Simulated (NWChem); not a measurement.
System: diantimony (Sb2); SMILES [Sb]#[Sb]

```xyz
2

Sb     0.0000     0.0000     1.2391
Sb     0.0000     0.0000    -1.2391
```
Atoms are numbered in this order, from 1.

Computed with NWChem. Structure relaxed at the PBE0/def2-SVP level. def2 effective core potentials on Sb; no spin-orbit coupling.

What does the run give for PBE0/def2-SVP (core potentials)? Quantities: highest occupied level (eV); orbital gap (eV).


```
Quantity                     Result
---------------------------  ------
highest occupied level (eV)   -6.56
orbital gap (eV)               3.76
```
